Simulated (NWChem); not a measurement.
CHAgO$_{2}$; SMILES [O+]#[C-]->[Ag][OH]

```xyz
5

Ag    -0.0033     0.2648     0.0000
O     -0.0682     2.2195     0.0000
H      0.8100     2.6154     0.0000
O      0.0001    -2.8280     0.0000
C     -0.0185    -1.6990     0.0000
```
Atoms are numbered in this order, from 1.

All runs: NWChem. Coordinates come from a PBE0/def2-SVP optimisation. def2 effective core potentials on Ag; no spin-orbit coupling.

For level CAM-B3LYP/def2-SVP:

```yaml
highest occupied level (eV): -8.00
orbital gap (eV): 6.88
dipole (D): 4.17
```

How do the values read with level PBE/def2-SVP instead?

The highest occupied level (eV) is -5.47, the orbital gap (eV) is 2.40 and the dipole (D) is 3.04.
